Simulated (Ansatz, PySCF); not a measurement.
Gas-phase reaction in SMILES: [O]=[Ge]([Cl])[Cl] + H+ -> [OH+]=[Ge]([Cl])[Cl]
Geometries: B3LYP-D3(BJ)/def2-TZVP minima from Ansatz (a program for electronic structure). Frequencies are from Ansatz.
Geometry of the first species:
```
Ge
O 1 1.6328
Cl 1 2.1290 2 126.55
Cl 1 2.1290 2 126.55 3 -180.00
```

Wanted: proton affinity (enthalpy at 298 K, with B3LYP-D3(BJ) rigid-rotor harmonic-oscillator terms), positive where the reaction releases energy, in kcal/mol. Valence correlation only, unless marked. No spin-orbit coupling. Frozen are the shells of the preceding noble gas and the d and f shells that filled before the atom's block. No relativistic terms. CBS marks a two-point X^-3 extrapolation of the correlation energy; Hartree-Fock from the larger set.

CCSD(T)/CBS(def2-TZVPP,def2-QZVPP) (Ansatz) gives 201.3 kcal/mol.

### Question
Another calculation gave 201.9 kcal/mol. Which level was it?
(A) HF/def2-TZVPD (PySCF)
(B) BLYP/def2-TZVPD (Ansatz)
(C) PBE-QIDH/def2-TZVPD (Ansatz)
(D) revPBE/def2-TZVPD (Ansatz)

### Answer
C, PBE-QIDH/def2-TZVPD (Ansatz). The others give 198.5 (revPBE), 213.0 (HF), 195.7 (BLYP) kcal/mol.
